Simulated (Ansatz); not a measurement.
One change: `CO[Si](O)([SiH3])Cl` becomes `CO[Si]([SiH3])(Cl)Cl`.

Ansatz, PBE0-D4/def2-TZVP geometries, multiplicity 1. Each molecule was computed in one conformer, which needn't be the lowest.

| property | `CO[Si](O)([SiH3])Cl` |
| --- | --- |
| HOMO energy (ωB97M-V/def2-TZVPP) / eV | -10.18 |
| HOMO–LUMO gap (ωB97M-V/def2-TZVPP) / eV | 12.00 |
| HOMO energy (B3LYP/def2-TZVPP) / eV | -7.87 |
| HOMO energy (PBE/def2-TZVPP) / eV | -6.77 |
| LUMO energy (PBE/def2-TZVPP) / eV | -0.82 |
| HOMO energy (PBE0/def2-TZVPP) / eV | -8.07 |

(1) Give the same properties after the change, and the shifts. (Estimate.)

Answers

(1) Ansatz gave: 
| property | `CO[Si]([SiH3])(Cl)Cl` | shift |
| --- | --- | --- |
| HOMO energy (ωB97M-V/def2-TZVPP) / eV | -10.50 | -0.32 |
| HOMO–LUMO gap (ωB97M-V/def2-TZVPP) / eV | 12.15 | 0.15 |
| HOMO energy (B3LYP/def2-TZVPP) / eV | -8.25 | -0.38 |
| HOMO energy (PBE/def2-TZVPP) / eV | -7.27 | -0.50 |
| LUMO energy (PBE/def2-TZVPP) / eV | -1.08 | -0.26 |
| HOMO energy (PBE0/def2-TZVPP) / eV | -8.47 | -0.40 |

With PBE0 the HOMO falls by 0.40 eV and the LUMO falls by 0.26 eV, so the gap widens by about 0.14 eV. PBE moves the HOMO by -0.50 eV and ωB97M-V by -0.32 eV.

B3LYP here is the variant with VWN-RPA as its local correlation; programs differ in this.
